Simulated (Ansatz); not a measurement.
**Worked example: C3H7I + GeH2I2 → C2H4I2 + GeH2(CH3)I**

Species: C3H7I (1-iodopropane) `CCCI`, singlet; GeH2I2 `[I][GeH2][I]`, singlet; C2H4I2 `ICCI`, singlet; GeH2(CH3)I, singlet. The partners trade CH3 for I: C–CH3 and Ge–I bonds give way to C–I and Ge–CH3.

Shapes, held fixed at every level: PBE0-D4/def2-TZVP. Flexible molecules stand in one conformer, not always the lowest. Programs: Ansatz 0.2.0. Electronic energies: no zero-point or thermal term.

At CCSD(T)/def2-TZVPP; 1 Eh = 2625.50 kJ/mol:

| species | energy (Eh) |
| --- | --- |
| C3H7I | -415.458076 |
| GeH2I2 | -2671.159105 |
| C2H4I2 | -672.759388 |
| GeH2(CH3)I | -2413.827914 |

Problem. Work out ΔE of the reaction at this level.

Solution. 
1. Products less reactants: (-672.759388) + (-2413.827914) − [(-415.458076) + (-2671.159105)] = 0.029879 Eh = +78.4 kJ/mol.

Other levels give +83.7 (PBE-D4/def2-TZVPP) to +96.5 kJ/mol (HF/def2-TZVPP). No measured value is set beside it here. For atoms past krypton def2 sets carry core potentials with scalar relativity. Relativity is left out for Ge. Outer-core shells of Ge, I are correlated, in sets that cover them unevenly. CCSD(T)/def2-TZVPP lies outside the range of all other levels here, so it shouldn't be taken on trust. The median of the other levels is +87.7 kJ/mol.
